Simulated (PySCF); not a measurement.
Ge(H)(Me)(Et)2, SMILES C[CH2][GeH]([CH3])[CH2]C (C5H14Ge) at its GFN2-xTB optimised geometry (Å):

```
20

Ge    -0.9520    -0.6915     0.0000
C     -1.6460     1.1640     0.0000
C     -1.6775    -1.7197     1.5510
C     -1.3037    -1.1104     2.8947
C      1.0429    -0.6915     0.0000
C      1.6407     0.0070    -1.2131
H     -1.4298    -1.3702    -1.2757
H     -1.3741     1.6807    -0.9156
H     -1.2363     1.7223     0.8376
H     -2.7289     1.1725     0.0831
H     -2.7634    -1.7682     1.4602
H     -1.3117    -2.7459     1.4995
H     -0.2223    -1.0805     3.0144
H     -1.6833    -0.0934     2.9724
H     -1.7200    -1.6921     3.7161
H      1.3980    -1.7223     0.0396
H      1.3929    -0.2022     0.9107
H      1.2994    -0.4669    -2.1316
H      1.3399     1.0524    -1.2402
H      2.7289    -0.0346    -1.1891
```

Level of theory: PBE0/def2-SVP in PySCF. Cells within 0.4 Å of a nucleus heavier than hydrogen are left out (blank, or x).

Map of the log10 of the electron density (e/bohr³), floored at −4 on the plane z = 0.0 Å:

```
|000000000000000000000000000|
|000000000000000000000000000|
|000000000000000000000000000|
|000000000000000000000000000|
|000000001110000000000000000|
|000000122222100000000000000|
|000012234443210000000000000|
|000123455654321000000000000|
|000245667776431111110000000|
|001356778x76532233221000000|
|00135788xx86533333322100000|
|001356778886544444433210000|
|000245667777655666543321000|
|000123456788766777654321000|
|0000124568xx8778x8654321000|
|0000124569xx978xx8653210000|
|000012456799777888653210000|
|000012345677666788653100000|
|000012345555555677643100000|
|000012234444434566532000000|
|000001223333222344321000000|
|000000112222111222210000000|
|000000001111000000000000000|
|000000000000000000000000000|
|000000000000000000000000000|
|000000000000000000000000000|
|000000000000000000000000000|
```
Scale: ten equal steps from -4.00 (start of '0') to 0.022 (end of '9'), in the order '0123456789'; x runs from -5.00 to 5.00, y from -5.00 (bottom) to 5.00 (top).
